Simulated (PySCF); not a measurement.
Be: excitation energy

Be [He] 2s2 (1S) → Be [He] 2s1 3s1 (3S), as a difference of total energies. All numbers are calculated (PySCF 2.14, the spin-free X2C one-electron Hamiltonian (Gaussian nucleus), in aug-cc-pVDZ-DK (4s3p2d, 23 functions)). Correlated levels: valence: 1s2 frozen. The calculations carry no spin-orbit coupling.

```json
{"method": "UHF", "excitation energy (eV)": "5.395"}
{"method": "LDA", "excitation energy (eV)": "6.116"}
{"method": "PBE", "excitation energy (eV)": "6.069"}
{"method": "PBE0", "excitation energy (eV)": "6.071"}
{"method": "r2SCAN", "excitation energy (eV)": "6.003"}
{"method": "PBEsol", "excitation energy (eV)": "6.005"}
{"method": "wB97M-V", "excitation energy (eV)": "6.268"}
{"method": "BLYP", "excitation energy (eV)": "6.227"}
{"method": "B3LYP", "excitation energy (eV)": "6.269"}
{"method": "MP2 (valence)", "excitation energy (eV)": "6.049"}
{"method": "SCS-MP2 (valence)", "excitation energy (eV)": "6.221"}
```

Question: How much does correlation contribute at MP2 (valence)?

Answer: 6.049 − (5.395) = 0.654 eV, measured against UHF.

Errors of the correlated levels include the incompleteness of this basis and the frozen core.

For comparison: 6.457 eV (measured; NIST levels).
